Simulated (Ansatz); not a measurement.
# Worked example: the interaction energy

The pair of Cl$_{2}$ (SMILES ClCl, atoms 1–2) and HfH$_{4}$O$_{4}$ (SMILES O[Hf](O)(O)O, atoms 3–11), both closed shells, in one local arrangement (a lower one may exist), relaxed at PBE0-D4/def2-TZVP:

```xyz
11
angstrom
Cl 0.7009 1.6032 -2.1217
Cl 0.6459 1.5931 -4.1234
O -1.9202 -0.3475 -0.0669
Hf -0.1534 -0.3743 0.7067
O 0.6703 1.3938 0.4849
O -0.2787 -0.7795 2.5891
O 0.9468 -1.6972 -0.1632
H -2.5572 -0.2212 -0.7622
H 1.0380 2.1479 0.9382
H -0.5736 -1.2377 3.3686
H 1.4813 -2.0808 -0.8499
```

Both fragments are computed in the basis of the whole pair.

Computed with Ansatz 0.2.0 (basis: def2-TZVPPD and def2-QZVPPD); correlated methods freeze the cores. Core potentials replace the inner electrons of the atoms past krypton.

Energies in eV:

| quantity | pair | first fragment | second fragment |
| --- | --- | --- | --- |
| Hartree–Fock, triple zeta (X = 3) | -34522.29704 | -25006.84538 | -9515.49933 |
| Hartree–Fock, quadruple zeta (X = 4) | -34523.33634 | -25007.52342 | -9515.85927 |
| MP2 correlation, X = 3 | -46.15573 | -10.42825 | -35.53391 |
| MP2 correlation, X = 4 | -50.45821 | -11.43997 | -38.80133 |
| CCSD(T) correlation, X = 3 | -48.80731 | -11.84318 | -36.79822 |

Task: Work out the interaction energy at the basis limit: extrapolate Hartree–Fock as E(X) = E∞ + A exp(−7.88 √X) and the MP2 correlation as E(X) = E∞ + B X^−2.97 (the exponents that Neese and Valeev fitted for def2-TZVPP and QZVPP, reused here for the diffuse sets), then add CCSD(T) − MP2 in triple zeta.

Result: Each step is linear, so take the differences first (pair − first fragment − second fragment): Hartree–Fock 0.04767 (X = 3) and 0.04635 (X = 4); MP2 correlation -0.19357 and -0.21691; CCSD(T) correlation -0.16591.
Two points give E∞ = E(4) + w [E(4) − E(3)], with w = 1/(exp(7.88 (2 − √3)) − 1) = 0.1377 for Hartree–Fock and w = 1/((4/3)^2.97 − 1) = 0.7407 for the correlation.
Hartree–Fock: 0.04635 + 0.1377 × (-0.00132) = 0.0462 eV.
MP2 correlation: -0.21691 + 0.7407 × (-0.02334) = -0.2342 eV.
CCSD(T) − MP2: -0.16591 − (-0.19357) = 0.0277 eV.
Sum: 0.0462 + (-0.2342) + 0.0277 = -0.1603 eV, or -3.70 kcal/mol. Plain CCSD(T) in triple zeta gives -0.1182 eV, so the larger basis shifts the result by -0.0421 eV.

The T1 diagnostic stays at or below 0.016.

For scale, one of the runs: CCSD(T)/def2-TZVPPD, 389 basis functions (an equivalent command: `ansatz run in.yaml --threads 3 --backend cuda`). Hardware: 3 CPU threads and a share of one NVIDIA H100, shared host. Wall time 19 s; peak host memory 1.7 GiB.
